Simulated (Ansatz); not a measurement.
Stretching the Ge1–H2 bond in FGeH (SMILES [F][GeH]) (multiplicity 1 held, fragments rigid). Energies count from the point at 1.615 Å.
Geometry at that point (charge 0, multiplicity 1):
```
atom    x (Å)    y (Å)    z (Å)
----  -------  -------  -------
Ge    -0.1137  -0.2269   0.2808
H     -0.9845  -1.0535  -0.7992
F      0.5137   0.9238  -0.9095
```

Signs of static correlation in cc-pVDZ, with CASSCF(2,2), from Ansatz (a first-principles code) runs.

| R (Å) | T1 of restricted CCSD | ⟨S²⟩ of UHF | largest double amplitude of restricted CCSD | weight of the CASSCF reference in MRCISD | CASSCF natural occupations |
|---|---|---|---|---|---|
| 1.292 | 0.018 | 0.139 | 0.094 | 0.925 | 1.99 0.01 |
| 1.453 | 0.019 | 0.063 | 0.086 | 0.925 | 1.98 0.02 |
| 1.615 | 0.019 | 0.000 | 0.076 | 0.925 | 1.97 0.03 |
| 1.776 | 0.019 | 0.000 | 0.063 | 0.925 | 1.96 0.04 |
| 1.938 | 0.020 | 0.000 | 0.084 | 0.925 | 1.94 0.06 |
| 2.180 | 0.022 | 0.097 | 0.150 | 0.925 | 1.91 0.09 |
| 2.422 | 0.026 | 0.523 | 0.219 | 0.925 | 1.85 0.15 |
| 2.826 | 0.039 | 0.835 | 0.344 | 0.925 | 1.70 0.30 |
| 3.230 | ___ | 0.947 | 0.494 | 0.925 | 1.51 0.49 |
| 3.714 | ___ | 0.993 | 0.686 | 0.925 | 1.31 0.69 |
| 4.360 | 0.103 | 1.010 | 0.884 | 0.925 | 1.14 0.86 |
| 5.168 | 0.113 | 1.013 | 1.008 | 0.925 | 1.05 0.95 |

Some entries are withheld; supply them.


- 3.230, T1 of restricted CCSD: 0.059
- 3.714, T1 of restricted CCSD: 0.083

Doubts at one or more of the structures used: a restricted determinant that unrestricted orbitals would lower (R-CCSD(T)/cc-pVDZ); other coupled-cluster roots lie near (R-CCSD(T)/cc-pVDZ); T1 above 0.05 (R-CCSD(T)/cc-pVDZ, U-CCSD(T)/cc-pVDZ); a spin-contaminated determinant (U-CCSD(T)/cc-pVDZ).
